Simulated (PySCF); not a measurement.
Species: 3-pyridinesulfonic acid, C5H5NO3S.
Structure used (PBE0-D3(BJ)/def2-SVP), in Å, numbered top down from 1:
```
atom  x, y, z in Å
O1     2.116    2.018    0.091
S2     1.973    0.608    0.364
O3     2.652   -0.057    1.462
O4     2.412   -0.153   -1.000
C5     0.249    0.229    0.460
C6    -0.672    1.013   -0.230
C7    -2.014    0.667   -0.122
C8    -2.356   -0.433    0.668
N9    -1.472   -1.170    1.336
C10   -0.188   -0.843    1.239
H11    2.789   -1.012   -0.752
H12   -0.335    1.870   -0.817
H13   -2.787    1.242   -0.635
H14   -3.407   -0.729    0.768
H15    0.535   -1.439    1.806
```

Linear response at PBE0/def2-SVPD (PySCF, frozen core in the response, non-relativistic).

Static isotropic polarisability: 92.09 au (13.65 Å³), principal values 63.1, 93.8, 119.4 au.

(1) What is the polarisability at 1064 nm and at the sodium D line?

(2) What is the isotropic C6 coefficient between two such molecules, C6 = (3/π)∫α(iω)² dω?

(3) Which effective excitation energy ω̄ makes London's formula C6 = (3/4)α²ω̄ exact here?

(4) What n − 1 at the D line would an ideal gas of it have at 273.15 K and 1 atm (2.6868 × 10¹⁹ cm⁻³), by n − 1 = 2π·N·α′?

(5) What molar refraction at the D line follows from R = (4π/3)·N_A·α′, with α′ the polarisability volume?

(6) How anisotropic is the static polarisability, by Δα² = ½[(α1 − α2)² + (α2 − α3)² + (α3 − α1)²]?

(7) How many electrons N does the Slater–Kirkwood formula C6 = (3/4)·√N·α^(3/2) need to give this C6?

(8) What does −C6/R⁶ come to at R = 10 Å between centres?

Answers

(1) 93.04 au at 1064 nm (+1.0 %), 95.34 au at 589.3 nm (+3.5 %). The rise at 589.3 nm is 3.43 times that at 1064 nm; a pure ω² law gives 3.26. The lowest singlet lies at 271 nm, shorter than both wavelengths.

(2) 3491 au (Eh·bohr⁶) by a ten-point quadrature over imaginary frequencies, which is 2090 eV·Å⁶ or 201 J·nm⁶/mol.

(3) ω̄ = 4·C6/(3α²) = 0.549 Eh = 14.9 eV. A one-pole form α(ω) = α/(1 − ω²/ω̄²) fitted to the 1064 nm value gives 11.5 eV. London's choice of the ionisation energy (10.05 eV, ΔSCF at the same level) gives C6 = 2350 au, 33 % too low.

(4) 23.85 × 10⁻⁴, a formal value whether or not that pressure can be reached.

(5) α′ = 14.13 Å³ gives R = 35.64 cm³/mol, for isolated, non-vibrating species.

(6) Δα = 48.8 au, or 0.53 of the isotropic value.

(7) N = (4·C6/3)²/α³ = 27.8; the species has 82 electrons in all.

(8) -200 J/mol. This is the leading, orientation-averaged term; C8 and higher terms are left out.

The run took about 2.9 min of CPU time (grids of density and orbitals included) (one thread, shared machine). This is the whole response run at PBE0/def2-SVPD, SCF included.

One conformer stands for the species.
